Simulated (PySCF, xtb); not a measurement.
Be(Br)(SeH) (BeBrHSe), SMILES [SeH][Be][Br]. One conformer was computed; it need not be the lowest.

Harmonic wavenumbers (cm⁻¹) from GFN2-xTB run with xtb at its own minimum, in rising order: 149, 181, 234, 412, 947, 2140.

Q: What does PySCF with B3LYP-D3(BJ)/def2-TZVP give at its own minimum? (Estimate from the structure and the level; the computed values follow.)

A: 177, 206, 224, 572, 947, 2390. Paired by order, the mean absolute difference is 79 cm⁻¹ and the zero-point energies are 5.8 and 6.5 kcal/mol.
